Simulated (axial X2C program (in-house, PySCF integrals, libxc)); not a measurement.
## Spin–orbit effects down a group: molecules with Li (ions), PBE0

All values come from calculations with an in-house all-electron X2C program for linear molecules (integrals from PySCF), spin-free (one-electron X2C) or two-component (2c: spin–orbit coupling with atomic mean-field Coulomb and Gaunt terms, which also bring small scalar terms), in Dyall basis sets with cores contracted in-house; open shells are unrestricted.

Basis sets: Li dyall-cv3z, O dyall-av3z, S dyall-av3z, Se dyall-cv3z, Te dyall-cv3z.

```
molecule  spin-free state  Re (Å)  ωe (cm⁻¹)  De (eV)  2c state  Re 2c (Å)  ωe 2c (cm⁻¹)  De 2c (eV)
    LiO⁺   M_S = 1, Λ = 0   2.073      362.5     0.52     Ω = 1      2.073         362.5        0.52
    LiS⁺   M_S = 1, Λ = 0   2.457      347.3     0.86     Ω = 1      2.457         347.3        0.86
   LiSe⁺   M_S = 1, Λ = 0   2.571      322.4     0.94     Ω = 1      2.573         320.9        0.90
   LiTe⁺   M_S = 1, Λ = 0   2.764      309.5     1.05     Ω = 1      2.772         301.1        0.87
```

Fragments in 2c: O + Li+, S + Li+, Se + Li+, Te + Li+. Each entry is the lowest single determinant of a limited PBE0 search at one distance. De goes to single-determinant-based atoms at the same level (for ions the charge split of lowest energy) and is withheld (n/a) where an atom does not fit its ground term or J level. Main or longest-lived isotopes. One determinant is a doubtful description, or other states lie close, for LiO⁺, LiS⁺, LiSe⁺, LiTe⁺; these need not be ground states, and all values refer to the states named. Some open-shell Ω = 0 determinants are out of reach, so the Ω given for LiO⁺, LiS⁺, LiSe⁺, LiTe⁺ need not be the lowest component. With several unpaired electrons the Ω given is that of one determinant, not necessarily of the lowest component. Some light 2c atoms are not at their ground J level, so De misses part of their lowering (0.04 eV or less). The functionals have no current term, which raises determinants with orbital currents.
